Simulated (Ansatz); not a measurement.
Computed with Ansatz on PBE0-D4/def2-TZVP structures; ΔE is electronic, products minus reactants. CCSD(T)/CBS adds triple-zeta CCSD(T) − MP2 to the extrapolated MP2 energy (def2 sets, frozen cores). This one scheme is used for every species. Functionals use def2-TZVPP. B3LYP here is the variant with VWN-RPA as its local correlation; programs differ in this. HSE06 is defined as in plane-wave codes. For As outer-core shells are correlated without core-valence functions, which leaves a few kJ/mol of doubt a bond. Scalar relativity is left out up to krypton.

Reaction (hydrogenolysis of the Si–As bond): `[AlH2][SiH](Cl)[AsH2]` + H₂ → `[AlH2][SiH2]Cl` + `[AsH3]`

| level | ΔE (kcal/mol) | difference from CCSD(T)/CBS |
| --- | --- | --- |
| LDA (SPW92) | 5.3 | 0.5 |
| PBE-D4 | 6.7 | 1.9 |
| revPBE-D4 | 7.4 | 2.6 |
| BLYP-D4 | 5.3 | 0.5 |
| r2SCAN-D4 | 5.5 | 0.7 |
| B97M-V | 2.8 | -2.0 |
| PBE0-D4 | 5.6 | 0.8 |
| r2SCANh-D4 | 5.3 | 0.5 |
| r2SCAN0-D4 | 4.9 | 0.1 |
| HSE06-D4 | 5.6 | 0.8 |
| BHLYP-D4 | 3.1 | -1.7 |
| CAM-B3LYP-D4 | 2.1 | -2.7 |
| ωB97X-V | 2.9 | -1.9 |
| ωB97M-V | 3.6 | -1.2 |
| B2PLYP | 2.6 | -2.2 |
| PBE-QIDH | 4.5 | -0.3 |
| PBE | 4.7 | -0.1 |
| BLYP | 1.4 | -3.4 |
| r2SCAN | 5.1 | 0.3 |
| PBE0 | 3.8 | -1.0 |
| B3LYP | 1.1 | -3.7 |
| r2SCANh | 4.7 | -0.1 |
| r2SCAN0 | 4.3 | -0.5 |
| HSE06 | 3.9 | -0.9 |
| BHLYP | -0.2 | -5.0 |
| CAM-B3LYP | 0.1 | -4.7 |
| LC-ωPBE | 2.2 | -2.6 |
| RPA@PBE/def2-TZVPP | 2.1 | -2.7 |
| HF/def2-SVP | -4.9 | -9.7 |
| MP2/def2-SVP | 2.6 | -2.2 |
| CCSD/def2-SVP | -0.8 | -5.6 |
| HF/def2-TZVPP | -3.6 | -8.4 |
| MP2/def2-TZVPP | 6.0 | 1.2 |
| SCS-MP2/def2-TZVPP | 3.5 | -1.3 |
| CCSD/def2-TZVPP | 2.0 | -2.8 |
| CCSD(T)/def2-TZVPP | 3.5 | -1.3 |
| HF/def2-QZVPP | -3.8 | -8.6 |
| HF/CBS(def2) | -3.9 | -8.7 |
| MP2/CBS(def2) | 7.3 | 2.5 |
| CCSD/CBS(def2) | 3.3 | -1.5 |
| CCSD(T)/CBS | 4.8 | 0 |

Problem. What do rigid-rotor, harmonic-oscillator terms from PBE0-D4/def2-TZVP frequencies (298.15 K, 1 bar) make of the CCSD(T)/CBS value? (An estimate is asked.)

Solution. Ansatz gave: ΔZPE = +2.2 kcal/mol, ΔH = +5.8 kcal/mol, ΔS = 27 J/(mol·K), ΔG = +3.9 kcal/mol. Modes under 50 cm⁻¹ make the entropy rough.

Largest T1 diagnostic among the species: 0.011.

The D4 term adds +3.2 kcal/mol with B3LYP and +1.8 kcal/mol with PBE0; it sums over pairs of atoms, weighted by their polarisabilities, and B3LYP, whose exchange is more repulsive, gets the larger term. At CCSD(T), def2-SVP lies −4.5 kcal/mol from the extrapolated value and def2-TZVPP −1.3 kcal/mol. From PBE to PBE0 (25 % exact exchange), in def2-TZVPP and without D4, ΔE moves by −0.9 kcal/mol.

CCSD(T)/CBS has its own doubt, a few kJ/mol and more with outer-core shells, so smaller differences from it don't rank the levels.
